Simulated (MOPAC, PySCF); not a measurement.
H₆Si₃, SMILES `[SiH2]=[SiH][SiH3]`, neutral singlet in the gas phase. 

Cartesian coordinates (Å):
```xyz
9

Si     2.0549     0.3275    -0.3470
Si     0.2925     0.2341     0.8839
Si    -1.7083    -0.3703    -0.1310
H      2.1526    -0.5224    -1.5510
H      3.3734     0.7640     0.1579
H      0.2411     1.1193     2.0701
H     -2.4684    -1.3079     0.7302
H     -2.5700     0.8037    -0.4097
H     -1.3679    -1.0480    -1.4035
```
Charge 0, multiplicity 1.

All levels are single points at this geometry (B3LYP-D3(BJ)/def2-TZVP); Pople sets use spherical d functions. Orbital energies aren't observables, and empty levels follow the basis.

| level | HOMO (eV) | LUMO (eV) | gap (eV) | dipole (D) | vertical IE, Delta-SCF (eV) |
|---|---|---|---|---|---|
| B3LYP-D3(BJ)/def2-TZVP in PySCF | -5.89 | -2.26 | 3.63 | 0.07 | 7.89 |
| PBE-D3(BJ)/def2-TZVP in PySCF | -5.31 | -2.84 | 2.46 | 0.07 | 7.90 |
| B3LYP/3-21G in PySCF | -5.94 | -2.16 | 3.78 | 0.17 | – |
| B3LYP/LANL2DZ in PySCF | -6.00 | -2.22 | 3.78 | 0.19 | – |
| BP86/6-31G* in PySCF | -5.31 | -2.81 | 2.51 | 0.14 | – |
| M06-2X/6-31G* in PySCF | -6.79 | -1.35 | 5.44 | 0.17 | – |
| PBE/6-31G* in PySCF | -5.23 | -2.72 | 2.51 | 0.14 | 7.89 |
| SVWN5/6-31G* in PySCF | -5.30 | -2.83 | 2.47 | 0.15 | 8.06 |
| HF/6-31G* in PySCF | -7.52 | 0.83 | 8.35 | 0.19 | 6.76 |
| HF/STO-3G in PySCF | -3.66 | 6.16 | 9.83 | 0.11 | – |
| PM3 in MOPAC | -7.89 | -1.99 | 5.90 | 0.27 | – |
| PM6 in MOPAC | -7.37 | -1.75 | 5.62 | 0.60 | – |
| PM7 in MOPAC | -8.36 | -2.02 | 6.34 | 0.92 | – |
